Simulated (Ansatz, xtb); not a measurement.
**Relative energy of two structures of AlGeNO**

Structure I: a singlet given by its coordinates. Structure II: `[N]1=[Ge]2[O][Al]12`, a singlet. Both are isolated molecules in the gas phase, relaxed with r2SCAN-D4/def2-SVP.

I (Å):

```xyz
4

Al    0.0000    0.0000   -2.3661
Ge    0.0000    0.0000    2.3355
N     0.0000    0.0000    0.6603
O     0.0000    0.0000   -0.6297
```

Close contacts (Å): Al1–O4 1.74, Ge2–N3 1.68, N3–O4 1.29.

II (Å):

```xyz
4

Al   -2.0533   -0.4446   -1.0854
Ge    0.0197   -1.1849   -2.0396
N    -0.5200   -0.9884   -0.3150
O    -1.6518   -0.5918   -2.7667
```

Problem. Which of the two would you expect CCSD(T)/def2-TZVPP electronic energies to favour?

Solution. Structure II; the calculation gives E(II) − E(I) = −32.7 kcal/mol.

Level by level:

```tsv
level	geometry	E(II) − E(I) (kcal/mol)	departure from the last row (kcal/mol)	job, with rough time for the two
GFN2-xTB	GFN2-xTB	−15.8	+16.9	optimisation, 1.3 s
HF/STO-3G	GFN2-xTB	+31.7	+64.4	single point, 3 s
r2SCAN-D4/def2-SVP//GFN2-xTB	GFN2-xTB	−21.4	+11.3	single point, 12 s
r2SCAN-D4/def2-SVP	r2SCAN-D4/def2-SVP	−21.2	+11.5	optimisation, 1.7 min
HF/def2-TZVPP	r2SCAN-D4/def2-SVP	−20.1	+12.6	part of the CCSD(T) run
MP2/def2-TZVPP	r2SCAN-D4/def2-SVP	−37.0	−4.3	part of the CCSD(T) run
CCSD(T)/def2-TZVPP	r2SCAN-D4/def2-SVP	−32.7		single point, 2.4 min
```

HF/STO-3G puts the two in the other order. The largest departure from CCSD(T)/def2-TZVPP is that of HF/STO-3G, 64.4 kcal/mol.

With harmonic frequencies from r2SCAN-D4/def2-SVP (ideal gas, rigid rotor, one conformer each, 400 K, 1 atm): on the last row, ΔE + ΔZPE = −32.9, ΔH = −33.7, ΔG = −33.0 kcal/mol.

The T1 diagnostic of structures I and II is large, so the coupled-cluster value is less sure. The correlated steps freeze 16 core orbitals; the filled d shell of Ge is correlated, in a basis made for valence electrons. Programs: Ansatz 0.2.0, xtb 6.7.1; the last row on 1 thread of AMD EPYC (Zen 3) on a shared host.
